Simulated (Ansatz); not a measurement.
Reaction (formal hydrolysis of a Ti–F bond): `C[O][Ti]1234([F])([N](C)C)[C@H]5[C@@H]1[C@@H]2[C@@H]3[C@H]54` + H₂O → `C[O][Ti]1234([OH])([N](C)C)[C@H]5[C@@H]1[C@@H]2[C@@H]3[C@H]54` + H–F

Gas-phase electronic energies from Ansatz, PBE0-D4/def2-TZVP geometries. CCSD(T)/CBS adds triple-zeta CCSD(T) − MP2 to the extrapolated MP2 energy (def2 sets, frozen cores). This one scheme is used for every species. DFT in def2-TZVPP. B3LYP here is the variant with VWN-RPA as its local correlation; programs differ in this. For Ti outer-core shells are correlated without core-valence functions, which leaves a few kJ/mol of doubt a bond. Scalar relativity is left out up to krypton. Each species was taken in one conformer, which may not be the lowest.

`C[O][Ti]1234([F])([N](C)C)[C@H]5[C@@H]1[C@@H]2[C@@H]3[C@H]54`:

Cartesian coordinates in Å:
```
C -1.808 -1.627 1.761
O -1.647 -0.469 0.990
Ti -0.077 0.358 0.597
F 0.867 0.569 2.109
N 0.854 -1.075 -0.215
C 0.282 -1.914 -1.233
C 2.294 -1.102 -0.203
C -1.167 1.534 -1.156
C 0.222 1.605 -1.391
C 0.797 2.365 -0.350
C -0.238 2.770 0.519
C -1.449 2.259 0.023
H -1.691 -1.407 2.828
H -2.813 -2.032 1.602
H -1.072 -2.395 1.491
H 0.616 -2.955 -1.114
H 0.575 -1.594 -2.246
H -0.808 -1.899 -1.176
H 2.660 -2.125 -0.039
H 2.722 -0.750 -1.156
H 2.687 -0.477 0.601
H -1.886 0.988 -1.748
H 0.753 1.145 -2.211
H 1.851 2.564 -0.215
H -0.108 3.321 1.439
H -2.417 2.345 0.492
```

H₂O:

```xyz
3

O    -0.033    0.208    0.327
H    -0.566   -0.542    0.057
H     0.599    0.334   -0.384
```

`C[O][Ti]1234([OH])([N](C)C)[C@H]5[C@@H]1[C@@H]2[C@@H]3[C@H]54`:

```xyz
27

C     2.434   -1.678    0.533
O     1.657   -0.975   -0.388
Ti    0.478    0.388   -0.132
O     1.246    1.701    0.905
N    -0.676   -0.439    1.137
C    -1.513    0.334    2.018
C    -1.155   -1.787    0.972
C    -0.796    2.063   -1.272
C    -1.395    0.810   -1.521
C    -0.487    0.041   -2.280
C     0.668    0.820   -2.501
C     0.478    2.066   -1.877
H     2.708   -2.655    0.118
H     3.361   -1.136    0.756
H     1.898   -1.841    1.477
H     1.635    1.418    1.737
H    -2.546    0.410    1.644
H    -1.564   -0.129    3.014
H    -1.120    1.346    2.134
H    -0.486   -2.359    0.326
H    -2.163   -1.816    0.528
H    -1.216   -2.303    1.942
H    -1.213    2.861   -0.676
H    -2.369    0.491   -1.180
H    -0.630   -0.982   -2.598
H     1.564    0.489   -3.003
H     1.203    2.863   -1.812
```

H–F:

Cartesian coordinates in Å:
```
F -0.441 0.124 0.043
H 0.441 -0.124 -0.043
```

**Question.** Is it downhill or uphill in electronic energy at CCSD(T)/CBS, and by how much? (An estimate is asked.)

**Answer.** Computed: Uphill: ΔE = +53.8 kJ/mol.

**Question.** What do these levels give: LDA (SPW92), revPBE-D4, PBE0-D4, B3LYP-D4, r2SCANh-D4, PBE, BLYP, CAM-B3LYP, HF/def2-SVP, HF/def2-TZVPP, CCSD(T)/def2-TZVPP, MP2/CBS(def2)? (An estimate is asked.)

**Answer.** Ansatz gave: LDA (SPW92) 57.8, revPBE-D4 58.9, PBE0-D4 59.5, B3LYP-D4 60.7, r2SCANh-D4 62.8, PBE 64.6, BLYP 68.1, CAM-B3LYP 66.4, HF/def2-SVP 65.8, HF/def2-TZVPP 67.2, CCSD(T)/def2-TZVPP 53.7, MP2/CBS(def2) 50.1 kJ/mol.

Largest T1 diagnostic among the species: 0.021, so the coupled-cluster value is less sure than usual.

The D4 term adds −5.5 kJ/mol with B3LYP and −3.3 kJ/mol with PBE0; it sums over pairs of atoms, weighted by their polarisabilities, and B3LYP, whose exchange is more repulsive, gets the larger term. In def2-TZVPP, CCSD(T) changes the Hartree–Fock value by −13.4 kJ/mol (the triples alone add −2.2 kJ/mol) and MP2 by −17.1 kJ/mol. Leaving LDA and LC-ωPBE aside and taking each functional with its dispersion term where it has one, the values, not all of them listed here, spread over 7.8 kJ/mol, from PBE-QIDH to B97M-V. LDA lies −6.7 kJ/mol from PBE without D4.
